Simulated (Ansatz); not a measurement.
The cluster AgAu₂⁻. The state is a triplet with charge -1. Geometry PBE0-D4/def2-TZVPD; atoms count from 1.

Cartesian coordinates in Å:
```
Au -1.065 0.095 -1.148
Au 1.259 0.931 -0.097
Ag -0.194 -1.026 1.245
```

In the def2 sets Ag, Au take a core potential; there is no spin–orbit coupling. At PBE0-D4/def2-TZVPD a singlet of charge -1 lies 1.19 eV below the triplet, each at its own geometry. The structure comes from a short search, and lower isomers may exist.

Estimate the Mulliken populations from the PBE0/def2-TZVPD orbitals of Ansatz.


| atom | charge (e) | spin (α − β) | d electrons |
| --- | --- | --- | --- |
| Au1 | -0.29 | 0.62 | 9.86 |
| Au2 | -0.29 | 0.62 | 9.86 |
| Ag3 | -0.41 | 0.76 | 9.94 |
Mulliken values and Mayer orders depend strongly on the basis. With diffuse functions, as here, like atoms can get unlike values, and bond orders can come out too low or too high.

Where does the spin sit?

Summed by element: Au 1.24, Ag 0.76, of 2 unpaired in all. Largest on single atoms: Ag3 0.76, Au1 0.62, Au2 0.62.

And the Mayer bond orders between bonded heavy atoms (over 0.3)?

Au1–Au2 0.69 (2.68 Å); Au1–Ag3 0.65 (2.78 Å); Au2–Ag3 0.65 (2.78 Å).
